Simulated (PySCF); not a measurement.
# `COc1c(C)ccpc1C`: 4 charge schemes on one density

C₈H₁₁OP.
Geometry (GFN2-xTB, Å), atoms numbered from 1 in this order:
```
atom  x, y, z in Å
C1    -1.556   -1.674   -0.492
O2    -0.802   -0.680   -1.146
C3    -0.079    0.146   -0.286
C4     1.205   -0.259    0.097
C5     1.758   -1.560   -0.405
C6     1.987    0.525    0.936
C7     1.597    1.739    1.453
P8     0.091    2.527    1.127
C9    -0.666    1.349    0.087
C10   -2.039    1.686   -0.426
H11   -2.065   -2.232   -1.277
H12   -2.300   -1.238    0.183
H13   -0.920   -2.355    0.083
H14    1.283   -1.840   -1.342
H15    1.583   -2.354    0.323
H16    2.831   -1.480   -0.560
H17    2.968    0.148    1.196
H18    2.284    2.269    2.101
H19   -2.804    1.176    0.162
H20   -2.219    2.757   -0.354
H21   -2.145    1.367   -1.461
```

Density: PBE0/pcSseg-1 (PySCF); schemes: Mulliken, IAO, Hirshfeld and ESP-fitted. Isolated species at its GFN2-xTB geometry (one conformer only).

Problem. For which atoms does the sign change between the 4 schemes (beyond +0.03 e in one, beyond −0.03 e in another)?

Solution. C3, C4, C7, P8 and C9. Atomic charges aren't observables, and each scheme defines them in its own way.

Problem. Which atoms carry the lowest charge in the Mulliken, IAO, Hirshfeld and ESP-fitted schemes?

Solution. The schemes don't all agree: Mulliken C9 (-0.622); IAO C5 (-0.427); Hirshfeld C10 (-0.128); ESP-fitted C6 (-0.659).

Problem. Tabulate the Mulliken, IAO, Hirshfeld and ESP-fitted charges.

Solution. In e:

```
atom                     environment  Mulliken     IAO  Hirshfeld  ESP-fitted
  C1                  methoxy carbon    -0.015  -0.196     -0.035      -0.270
  O2               aryl ether oxygen    -0.525  -0.374     -0.115      -0.179
  C3  aromatic carbon bearing oxygen    +0.389  +0.179     +0.067      -0.368
  C4     substituted aromatic carbon    -0.387   0.000     +0.004      +0.640
  C5            benzylic-type carbon    -0.141  -0.427     -0.121      -0.568
  C6              aromatic CH carbon    +0.015  -0.145     -0.052      -0.659
  C7              aromatic CH carbon    -0.380  -0.379     -0.114      +0.060
  P8        phosphorus bonded to 2 C    +0.485  +0.336     +0.067      -0.285
  C9     substituted aromatic carbon    -0.622  -0.222     -0.057      +0.446
 C10            benzylic-type carbon    -0.149  -0.419     -0.128      -0.524
 H11                 methyl hydrogen    +0.122  +0.160     +0.053      +0.149
 H12                 methyl hydrogen    +0.103  +0.128     +0.040      +0.129
 H13                 methyl hydrogen    +0.099  +0.126     +0.039      +0.126
 H14                 methyl hydrogen    +0.138  +0.161     +0.041      +0.162
 H15                 methyl hydrogen    +0.137  +0.151     +0.045      +0.150
 H16                 methyl hydrogen    +0.130  +0.151     +0.048      +0.148
 H17               aromatic hydrogen    +0.078  +0.147     +0.049      +0.239
 H18               aromatic hydrogen    +0.129  +0.163     +0.044      +0.142
 H19                 methyl hydrogen    +0.132  +0.149     +0.043      +0.151
 H20                 methyl hydrogen    +0.124  +0.150     +0.041      +0.150
 H21                 methyl hydrogen    +0.139  +0.161     +0.041      +0.158
```

Mean size of the charges over all atoms: ESP-fitted 0.272 e, Mulliken 0.211 e, IAO 0.206 e, Hirshfeld 0.059 e. Each set sums to the total charge, 0, to within 0.001 e. The IAO scheme projects the occupied orbitals on a minimal set of polarised atomic orbitals and counts the electrons in each atom's part of it.

Problem. How many electrons does the Hirshfeld scheme count on C7?

Solution. Z − q = 6 − (-0.114) = 6.114.

Problem. Sum the charges by element, for elements with more than one atom.

Solution. 
```json
{"element": "C", "atoms": "8", "Mulliken": "-1.290", "IAO": "-1.610", "Hirshfeld": "-0.435", "ESP-fitted": "-1.242"}
{"element": "H", "atoms": "11", "Mulliken": "+1.331", "IAO": "+1.647", "Hirshfeld": "+0.482", "ESP-fitted": "+1.706"}
```

Problem. How closely do the schemes follow one another over all atoms?

Solution. Correlation coefficient and root-mean-square difference: IAO with Hirshfeld 0.99, 0.167 e; Mulliken with IAO 0.78, 0.172 e; Mulliken with Hirshfeld 0.76, 0.225 e; Hirshfeld with ESP-fitted 0.44, 0.303 e; IAO with ESP-fitted 0.41, 0.315 e; Mulliken with ESP-fitted -0.20, 0.465 e.
